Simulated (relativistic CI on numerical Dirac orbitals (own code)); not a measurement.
## W³⁹⁺: sensitivity of the levels to the model

Base calculation: Dirac-Coulomb-Breit CI, separate exchange-only KLI orbitals for each configuration, model QED, unscaled Slater integrals.

Configuration list (outside the closed core [Ar] 3d10): 4s²4p⁵, 4s4p⁶, 4s²4p⁴4d, 4s4p⁵4d, 4s²4p⁴4f, 4s4p⁵4f, 4p⁶4d, 4s4p⁴4d², 4s²4p³4d4f, 4p⁶4f, 4p⁵4d4f, 4s4p⁴4f², 4s²4p⁴5s, 4p⁶5s, 4s²4p⁴5p, 4s4p⁴4d5s, 4s²4p³4f5s, 4s4p⁵5s, 4s²4p⁴5d, 4s4p⁵5p, 4s²4p⁴5f, 4s²4p⁴5g, 4s4p⁵5d, 4p⁵4f5s, 4s4p⁵5f, 4s²4p⁴6s, 4s²4p⁴6p, 4s²4p³4d², 4s²4p²4d³, 4s4p³4d³, 4s²4p²4d²4f, 4s4p³4d²4f, 4s²4p²4d²5s, 4p⁵4d², 4p⁴4d³, 4p⁴4d²4f, 4p⁴4d²5s, 4p⁵4d5s, 4p⁴4d4f5s, 4p⁴4d5s², 4s²4p³5s², 4s²4p²4d5s², 4s4p³4d5s², 4s²4p²4f5s², 4s4p³4f5s². Double excitations out of closed p, d and f shells are left out; levels of such configurations are missing from the list, as are those of other unlisted configurations, and high levels can miss mixing partners. These lack a partner that the ground configuration has and come out too high: 4s²4p⁴5p, 4s4p⁵5s, 4s²4p⁴5d, 4s4p⁵5p, 4s²4p⁴5f.

Variants: (1) Breit term removed; (2) one mean potential for all configurations. Shifts of the energy above 4s²4p⁵ ²P°3/2, in cm⁻¹, for the lowest level and the first level of each name with at least 55 % of one term (blank where a level changes its place among those of its configuration and J or its character, or is not in the variant):

```csv
Level,Base,Δ(1),Δ(2)
4s²4p⁵ ²P°3/2,0,0,0
4s²4p⁵ ²P°1/2,746933,+7837,+11
4s²4p⁴4d ²D3/2,1312532,+3585,-58
4s²4p⁴4d ⁴F9/2,1381215,+7812,-62
4s4p⁶ ²S1/2,1634038,+2859,+108
4s²4p⁴4d ⁴D1/2,1909335,+11580,-75
4s²4p⁴4d ²G7/2,1992760,+12578,-74
4s²4p⁴4d ²G9/2,2146167,+16176,-81
```

At this charge energies of transitions that change n are usually good to better than 1 %, and those within a shell (Δn = 0) to a few per cent.

Ionisation energy from the two ground configurations alone: base 1881.81 eV; Breit term removed 1883.43 eV. The NIST ASD value (semi-empirical) is 1882.9 eV.

LS names give the leading component of a level, which can be under half, so a name can repeat, a term be missing and a line seem to break the LS rules.
